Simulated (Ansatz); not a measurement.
Species: C$_{9}$H$_{7}$F$_{3}$, SMILES `FC(F)(F)/C=C/c1ccccc1` (C–C–C–C torsion 180°) (charge 0, multiplicity 1), formula C9H7F3.

Question: How many basis functions does Ansatz (a quantum-chemistry and plane-wave program) with frozen-core CCSD(T)/cc-pVDZ // PBE0-D3(BJ)/def2-SVP use, how many core orbitals are frozen, and how many electrons are correlated?

Answer: 203 basis functions and 12 frozen orbitals, which leaves 64 correlated electrons. Core time is of the order of minutes.
